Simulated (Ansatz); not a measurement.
Ansatz (a first-principles code) input (RI-MP2/def2-QZVPPD):
A basis named .json is the Basis Set Exchange file of that set.

Ansatz 0.2 input:
```yaml
crystal:
  periodic: [false, false, false]
  atoms:
    - {symbol: Cs, position_ang: [-0.00000000, -0.00000000, -1.22009712]}
    - {symbol: Br, position_ang: [0.00000000, 0.00000000, 1.91729547]}
basis:
  gaussian:
    orbitals: def2-QZVPPD.json
    fitting: {mean_field: def2-universal-jkfit, correlation: def2-QZVPPD-RIFIT.json}
magnetization: {spin_polarized: false}
correlation: {method: mp2, electrons: outside_noble_gas}
```

Output:

```
Functional definition: HF
integrals: 0.10 GiB planned
396 factors; integrals over basis functions are off by at most 1.3e0 eV
485 factors; integrals over basis functions are off by at most 1.3e1 eV
mean field: 0.39 GiB planned
mean field evaluation 1: about -70542.3223 eV, gradient 1.6e1 eV
mean field evaluation 2: about -70543.1840 eV, gradient 1.1e1 eV
mean field evaluation 4: about -70543.3073 eV, gradient 2.9e-1 eV
mean field evaluation 8: about -70543.3080 eV, gradient 1.5e-6 eV
mean field -70543.30804017 eV, -2592.4187545046 hartree, gradient 1.5e-6 eV, S^2 0.000000; 0 other end points of the search recorded, 0 dependent functions left out
18 core orbitals not correlated, not the lowest: weight in the atoms' cores, before any rotation towards them, 0.954 or more for the frozen orbitals, at most 0.039 for the correlated occupied ones
reference -70543.30804017 eV, -2592.4187545046 hartree; 4, 4 occupied and 138, 138 virtual orbitals, 485 factors
second order -5.16468120 eV of doubles, -0.00000000 eV of singles
Total energy: -70548.47272137 eV, -2592.6085530382 hartree
```
